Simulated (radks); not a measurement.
Values are calculated unless marked as measured or tabulated.
Task: Species: the manganese ion Mn3+. Configuration: [Ar] 3d3 4d1 (not the ground configuration). Code: a radial shooting solver on a logarithmic mesh with Libxc functionals. Model: Dirac Kohn-Sham, PBE, spin-unpolarised, spherical densities, point nucleus; open shells are shared between the two j in proportion to 2j + 1.

Spin-orbit splittings of the eigenvalues, e(l+1/2) - e(l-1/2), with zeta = 2 splitting/(2l+1) and mean radii in bohr:

| shell | occ. | splitting (eV) | zeta (eV) | <r> j=l-1/2 | <r> j=l+1/2 |
|---|---|---|---|---|---|
| 2p | 6 | 10.42 | 6.949 | 0.2451 | 0.2480 |
| 3p | 6 | 1.356 | 0.9042 | 0.8674 | 0.8752 |
| 3d | 3 | 0.1578 | 0.06310 | 0.9758 | 0.9785 |
| 4p | 0 | 0.1802 | 0.1202 | 2.529 | 2.545 |
| 4d | 1 | 0.01895 | 0.007578 | 3.307 | 3.311 |
| 4f | 0 | ? | ? | 4.327 | 4.328 |
| 5d | 0 | 0.008013 | 0.003205 | 6.296 | 6.301 |

Estimate the 4f splitting.

Result: 0.0004121 eV (zeta = 0.0001177 eV).
